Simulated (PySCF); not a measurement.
# SMILES N#C/C(F)=C(\F)C(F)F, C4HF4N

Geometry:
| atom | x (Å) | y (Å) | z (Å) |
| --- | --- | --- | --- |
| N1 | 3.394 | -0.272 | -0.314 |
| C2 | 2.304 | 0.032 | -0.151 |
| C3 | 0.949 | 0.413 | 0.051 |
| F4 | 0.742 | 1.673 | 0.427 |
| C5 | -0.088 | -0.422 | -0.117 |
| F6 | 0.126 | -1.685 | -0.495 |
| C7 | -1.545 | -0.073 | 0.083 |
| F8 | -1.914 | 0.939 | -0.731 |
| F9 | -1.771 | 0.343 | 1.347 |
| H10 | -2.188 | -0.944 | -0.122 |

The calculation used TDDFT B3LYP/aug-cc-pVDZ excited states, vertical, gas phase in PySCF 2.14.0. Geometry: GFN2-xTB.

Task: How strongly do the lowest singlets absorb one photon, and two photons of half the energy?

Result: δ for parallel linear polarisation; σ at the peak of a Lorentzian of half width 0.1 eV, single beam; Ω is circular over linear.
| state | E (eV) | f | photon λ (nm) | δ (au) | σ (GM) | Ω | main |
| --- | --- | --- | --- | --- | --- | --- | --- |
| S1 | 5.73 | 0.000 | 433 | 0.16 | 0.00 | 1.50 | HOMO→LUMO+1 0.98 |
| S2 | 5.81 | 0.383 | 427 | 0.29 | 0.00 | 1.46 | HOMO→LUMO 0.94 |
| S3 | 6.45 | 0.000 | 385 | 0.19 | 0.00 | 1.50 | HOMO−1→LUMO 0.85, HOMO−2→LUMO 0.12 |
| S4 | 6.77 | 0.001 | 366 | 0.58 | 0.01 | 1.50 | HOMO−2→LUMO 0.85, HOMO−1→LUMO 0.13 |
| S5 | 7.21 | 0.003 | 344 | 17.2 | 0.33 | 1.50 | HOMO→LUMO+2 0.93 |

Among these, the strongest one-photon state is S2, the strongest two-photon state S5, with a dipole change of 8.0 D (relaxed, norm of the difference vector).
